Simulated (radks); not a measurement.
Results of a calculation; reference values are marked as such.
Charge is removed step by step from the 5p3/2 level of neutral rhenium, starting from [Kr] 4d10 4f14 5s2 5p(1/2: 2, 3/2: 4) 5d5 6s2. Code: a radial shooting solver on a logarithmic mesh with Libxc functionals. Model: Dirac Kohn-Sham, PBE, spin-unpolarised, spherical densities, finite nucleus; open shells fill j = l - 1/2 first; Fermi nuclear charge, rms radius 5.3698 fm.

| removed (e) | E - E(0) (eV) | eigenvalue (eV) | E minus straight line (eV) |
|---|---|---|---|
| 0 | 0.000 | -43.591 | 0.000 |
| 0.1 | 4.414 | -44.698 | -0.532 |
| 0.2 | 8.941 | -45.832 | -0.953 |
| 0.3 | 13.581 | -46.991 | -1.259 |
| 0.4 | 18.340 | -48.173 | -1.447 |
| 0.5 | 23.217 | -49.378 | -1.517 |
| 0.6 | 28.216 | -50.604 | -1.464 |
| 0.7 | 33.338 | -51.851 | -1.289 |
| 0.8 | 38.587 | -53.116 | -0.987 |
| 0.9 | 43.962 | -54.400 | -0.558 |
| 1 | 49.467 | -55.701 | 0.000 |

Removing the whole electron costs 49.467 eV by Delta-SCF, against 43.591 eV from minus the eigenvalue at the starting occupation. Slater's transition state (half an electron removed) gives 49.378 eV. Integrating minus the eigenvalue over the occupation (Janak's theorem) gives 49.467 eV. The mean slope of the eigenvalue, de/dn, is 12.1 eV per electron.
